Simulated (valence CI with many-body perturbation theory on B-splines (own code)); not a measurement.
# Valence orbitals of Cr¹⁷⁺

Calculated by relativistic CI+MBPT: five valence electrons over a frozen Dirac-Fock core [He], a basis of 11 s, 11 p, 10 d, 8 f, 5 g, 2 h functions for each j, with the one-electron correlation potential Σ1, the two-electron term Σ2, the three-electron term Σ3, Breit, model QED; selected CI, second order for the rest, scaled by the run's own slope (own B-spline code, finite nucleus).

No measured spectrum was set against this ion. As an estimate, levels of excited configurations hold to 0.05 to 0.15 % of their energy, terms of the ground configuration to about 0.5 %. Among the levels kept, up to 5400 cm⁻¹ of a level comes from second order outside the variational space, and about a tenth of that is noise between levels of different J, which matters for small intervals.

These are the spectroscopic orbitals of the CI (the correlating ones are not listed), shaped by the core and the other valence electrons. h is the expectation value of the core's Dirac-Fock operator, without the valence repulsion; Σ1 is computed up to l = 3 at one energy for each symmetry, that of its lowest orbital but kept below the first core excitation, so for empty shells it is not the orbital's own correlation shift; Breit and QED include the response of the core.

| Orbital | h (hartree) | Σ1 (cm⁻¹) | Breit (cm⁻¹) | QED (cm⁻¹) | ⟨r⟩ (bohr) |
| --- | --- | --- | --- | --- | --- |
| 2s1/2 | -63.086 | -1066 | 2994 | 2449 | 0.2755 |
| 3s1/2 | -27.423 | -233 | 779 | 655 | 0.6580 |
| 4s1/2 | -15.216 | -86.6 | 303 | 257 | 1.213 |
| 5s1/2 | -9.6626 | -41.9 | 150 | 127 | 1.932 |
| 6s1/2 | -6.6754 | -23.5 | 84.6 | 72.0 | 2.818 |
| 7s1/2 | -4.8865 | -14.5 | 52.5 | 44.7 | 3.869 |
| 2p1/2 | -61.383 | -2432 | 5703 | -153 | 0.2386 |
| 3p1/2 | -26.891 | -502 | 1472 | -40.9 | 0.6332 |
| 4p1/2 | -14.987 | -186 | 580 | -16.3 | 1.199 |
| 5p1/2 | -9.5445 | -90.3 | 288 | -8.1 | 1.929 |
| 6p1/2 | -6.6067 | -50.7 | 164 | -4.6 | 2.826 |
| 7p1/2 | -4.8433 | -31.3 | 102 | -2.9 | 3.887 |
| 2p3/2 | -60.951 | -2317 | 2549 | 37.3 | 0.2409 |
| 3p3/2 | -26.765 | -479 | 644 | 9.2 | 0.6365 |
| 4p3/2 | -14.935 | -178 | 252 | 3.6 | 1.203 |
| 5p3/2 | -9.5178 | -86.3 | 125 | 1.8 | 1.935 |
| 6p3/2 | -6.5914 | -48.4 | 70.9 | 1.0 | 2.833 |
| 7p3/2 | -4.8336 | -30.0 | 44.1 | 0.6 | 3.895 |
| 3d3/2 | -26.414 | -173 | 34.7 | -7.1 | 0.5573 |
| 4d3/2 | -14.788 | -73.4 | 18.7 | -2.8 | 1.135 |
| 5d3/2 | -9.4431 | -37.7 | 10.4 | -1.4 | 1.877 |
| 6d3/2 | -6.5481 | -21.8 | 6.3 | -0.8 | 2.786 |
| 7d3/2 | -4.8065 | -13.7 | 4.1 | -0.5 | 3.860 |
| 3d5/2 | -26.377 | -171 | 10.5 | 7.1 | 0.5583 |
| 4d5/2 | -14.773 | -72.2 | 5.6 | 3.0 | 1.136 |
| 5d5/2 | -9.4351 | -37.0 | 3.1 | 1.6 | 1.879 |
| 6d5/2 | -6.5435 | -21.4 | 1.9 | 0.9 | 2.788 |
| 7d5/2 | -4.8036 | -13.5 | 1.2 | 0.6 | 3.862 |
| 4f5/2 | -14.661 | -12.3 | 0.1 | -1.4 | 0.9948 |
| 5f5/2 | -9.3836 | -7.0 | 0.1 | -0.7 | 1.742 |
| 6f5/2 | -6.5152 | -4.3 | 0.1 | -0.4 | 2.657 |
| 7f5/2 | -4.7861 | -2.8 | 0.1 | -0.3 | 3.737 |
| 4f7/2 | -14.654 | -12.2 | 0.0 | 1.1 | 0.9954 |
| 5f7/2 | -9.3799 | -7.0 | 0.0 | 0.6 | 1.743 |
| 6f7/2 | -6.5131 | -4.2 | 0.0 | 0.3 | 2.658 |
| 7f7/2 | -4.7848 | -2.7 | 0.0 | 0.2 | 3.738 |
| 5g7/2 | -9.365 |  | 0.0 | -0.4 | 1.526 |
| 6g7/2 | -6.5038 |  | 0.0 | -0.2 | 2.443 |
| 7g7/2 | -4.7785 |  | 0.0 | -0.2 | 3.525 |
| 5g9/2 | -9.3629 |  | 0.0 | 0.3 | 1.527 |
| 6g9/2 | -6.5026 |  | 0.0 | 0.2 | 2.443 |
| 7g9/2 | -4.7777 |  | 0.0 | 0.1 | 3.525 |
| 6h9/2 | -6.5019 |  |  |  | 2.166 |
| 6h11/2 | -6.501 |  |  |  | 2.166 |

Among the shells of the start configuration 2s2 2p3, Σ1 is largest in size for 2p1/2, where it is 0.018 % of h.

Lowest root of each symmetry, sizes in configuration state functions:

```tsv
J	Parity	Roots	Reference	Variational	Second order	Change by selected CI (cm⁻¹)	Change by second order (cm⁻¹)
1/2	even	25	102	31949	1163005	-25938	-822
3/2	even	33	155	31977	2271357	-24346	-2222
5/2	even	28	152	31940	2598232	-23630	-2996
7/2	even	12	102	31835	4260372	-33996	-2929
9/2	even	4	59	40504	2772818	-36142	-1004
1/2	odd	26	101	31945	1218399	-26740	-1318
3/2	odd	36	159	31939	2176967	-22846	-1615
5/2	odd	29	151	31879	2678126	-24947	-3360
7/2	odd	17	113	31558	4210244	-30684	-4877
9/2	odd	7	65	32163	4343840	-23822	-759
11/2	odd	2	33	44610	2731585	-35049	-1044
```
